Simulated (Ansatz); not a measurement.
C₄H₇AlO, relaxed with RKS PBE-D4/def2-SVP in Ansatz from a rough embedded geometry. The force threshold is 0.03 eV/Å; the program also tests the step.

Charge 0, multiplicity 1. The bonds changed during the relaxation, so this is another structure than the one it started from.

Start:

```xyz
13

Al   -1.182    0.148    1.923
C    -0.502    0.690    0.148
C    -0.686   -0.423   -0.784
C     0.533   -0.797   -1.330
C     1.532    0.066   -0.638
O     0.876    0.981    0.236
H    -1.882   -1.243    2.138
H    -1.136    1.233    3.106
H    -1.003    1.620   -0.242
H    -1.579   -0.875   -1.107
H     0.707   -1.551   -1.972
H     2.100    0.665   -1.436
H     2.222   -0.513   -0.042
```

Question: How much energy does the relaxation release, and in how many steps? (An estimate is asked.)

Answer: Computed: 103.39 kJ/mol, in 12 steps, 1 of them rejected.

Question: Which bonds change most? (An estimate is asked.)

Answer: Ansatz gave: Al1–O6 from 2.788 to 1.988 Å; C2–O6 from 1.411 to 1.534 Å; C4–H11 from 1.005 to 1.098 Å; C3–H10 from 1.052 to 1.100 Å.

Question: Give the relaxed structure. (Best estimate.)

Answer: Computed: 
```xyz
13

Al   -0.804    0.249    1.835
C    -0.925    0.745   -0.088
C    -0.835   -0.308   -1.116
C     0.417   -0.795   -1.254
C     1.367   -0.075   -0.336
O     0.511    0.803    0.451
H    -0.634   -1.314    2.132
H    -0.938    1.370    2.967
H    -1.219    1.754   -0.445
H    -1.710   -0.643   -1.692
H     0.734   -1.591   -1.941
H     2.121    0.544   -0.880
H     1.916   -0.741    0.366
```
